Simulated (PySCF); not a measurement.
BF3. Atoms are numbered in the order given.

```xyz
4

F      1.3156     0.0000     0.0000
B      0.0000     0.0000     0.0000
F     -0.6578    -1.1394     0.0000
F     -0.6578     1.1394     0.0000
```
Charge 0, spin multiplicity 1.

Geometry: B3LYP-D3(BJ)/def2-TZVP.

Level of theory: B3LYP/pcSseg-2 (PySCF).

GIAO shieldings, no solvent; atoms alike by connectivity are averaged. δ = σ(ref) − σ: ¹⁹F against CFCl3 (σ = 159.6 ppm), references at their B3LYP-D3(BJ)/def2-TZVP geometries, non-relativistic.

Computed chemical shifts:
```csv
nucleus,atoms,count,δ (ppm)
¹⁹F,"F1, F3, F4",3,-143.5
```
